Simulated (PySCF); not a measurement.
Correlation energy of Cs (caesium, neutral)

Starting occupation: [Xe] 6s1, 6s1/2 with m_j = +1/2. Calculation: PySCF 2.14, in x2c-TZVPall-2c with one added diffuse shell each of s, p, d type (12s12p10d1f, 105 functions); X2C-1e with screened-nucleus spin-orbit coupling, Gaussian nucleus. Frozen: [Kr] 4d10; 9 electrons correlated; the 28 highest virtual spinors left out.

MP2 pair energies summed by pair of shells (mhartree):

```json
{"pair": "5p3/2-5p3/2", "energy": "-46.37", "share (%)": "31.4"}
{"pair": "5p1/2-5p3/2", "energy": "-43.57", "share (%)": "29.5"}
{"pair": "5p3/2-5s1/2", "energy": "-18.80", "share (%)": "12.7"}
{"pair": "5p1/2-5p1/2", "energy": "-11.71", "share (%)": "7.9"}
{"pair": "5p1/2-5s1/2", "energy": "-9.47", "share (%)": "6.4"}
{"pair": "5p3/2-6s1/2", "energy": "-8.12", "share (%)": "5.5"}
{"pair": "5s1/2-5s1/2", "energy": "-5.37", "share (%)": "3.6"}
{"pair": "5p1/2-6s1/2", "energy": "-3.57", "share (%)": "2.4"}
{"pair": "5s1/2-6s1/2", "energy": "-0.49", "share (%)": "0.3"}
```

Total MP2 correlation energy: -147.46 mhartree.

This basis was not built for core-valence correlation, so the inner-shell part is incomplete.
